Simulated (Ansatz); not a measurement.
Cost and result for the atomization energy of BFH2OSi, SMILES `FB1O[SiH2]1` (6 atoms, 6 bonds).

Z-matrix (Å, degrees):
```
Si
B 1 1.887
O 1 1.751 2 43.2
H 1 1.481 2 124.7 3 87.2
H 1 1.481 2 124.7 3 -87.2
F 2 1.307 1 166.3 3 180.0
```

Charge 0, multiplicity 1. The structure was optimised at the PBE0-D4/def2-TZVP level. Program: Ansatz. All runs use 2 threads of an Arm Neoverse N1 on a shared host. Times are those of one run each, without the atoms' runs, and a repeat can differ threefold. Electronic energies, without spin–orbit coupling; frozen cores. CCSD(T)/CBS adds CCSD(T) − MP2 in def2-TZVPP to the MP2 limit, and its time is that of the two runs behind it. T1 = 0.015. B3LYP takes the VWN-RPA correlation (the form of Gaussian; ORCA's B3LYP/G).

CCSD(T)/CBS is a level of theory with its own doubt, some kJ/mol a heavy atom from the limit and from the frozen cores, so smaller differences don't rank the functionals.

| level | functions | wall time |
| --- | --- | --- |
| LDA (SPW92)/def2-TZVPP | 163 | 1.4 s |
| CCSD(T)/def2-SVP | 70 | 2.2 s |
| revPBE-D4/def2-TZVPP | 163 | 3 s |
| PBE0-D4/def2-TZVPP | 163 | 3.1 s |
| CAM-B3LYP-D4/def2-TZVPP | 163 | 3.7 s |
| B3LYP-D4/def2-TZVPP (with forces) | 163 | 4 s |
| B2PLYP/def2-TZVPP | 163 | 5.5 s |
| PBE-QIDH/def2-TZVPP | 163 | 6 s |
| r2SCAN-D4/def2-TZVPP (with forces) | 163 | 6.5 s |
| B97M-V/def2-TZVPP | 163 | 11 s |
| MP2/def2-QZVPP | 301 | 16 s |
| CCSD(T)/def2-TZVPP | 163 | 44 s |
| CCSD(T)/CBS(def2) | – | 59 s |

What atomization energy does each give, and how far from CCSD(T)/CBS? (Best estimate.)

Computed: 
```tsv
level	atomization (kJ/mol)	difference from CCSD(T)/CBS	per bond
LDA (SPW92)/def2-TZVPP	2723.7	379.5	63.3
CCSD(T)/def2-SVP	2202.9	-141.3	-23.6
revPBE-D4/def2-TZVPP	2329.1	-15.1	-2.5
PBE0-D4/def2-TZVPP	2337.4	-6.8	-1.1
CAM-B3LYP-D4/def2-TZVPP	2360.5	16.3	2.7
B3LYP-D4/def2-TZVPP (with forces)	2338.9	-5.3	-0.9
B2PLYP/def2-TZVPP	2328.2	-16.0	-2.7
PBE-QIDH/def2-TZVPP	2327.5	-16.7	-2.8
r2SCAN-D4/def2-TZVPP (with forces)	2371.2	27.0	4.5
B97M-V/def2-TZVPP	2368.7	24.5	4.1
MP2/def2-QZVPP	2405.1	60.9	10.1
CCSD(T)/def2-TZVPP	2277.2	-67.0	-11.2
CCSD(T)/CBS(def2)	2344.2	0.0	0.0
```

In def2-TZVPP, CCSD(T) changes the Hartree–Fock value by +573.5 kJ/mol (the triples alone add +43.5 kJ/mol) and MP2 by +660.8 kJ/mol; breaking electron pairs costs correlation energy, which Hartree–Fock lacks. From BLYP to BHLYP (50 % exact exchange), in def2-TZVPP and without D4, the atomization energy moves by −94.2 kJ/mol: exact exchange takes away binding that semilocal exchange gives to molecules. At CCSD(T), def2-SVP lies −141.3 kJ/mol from the extrapolated value and def2-TZVPP −67.0 kJ/mol: correlation converges slowly with the basis, and small sets miss more of it in the bonded molecule than in its fragments.
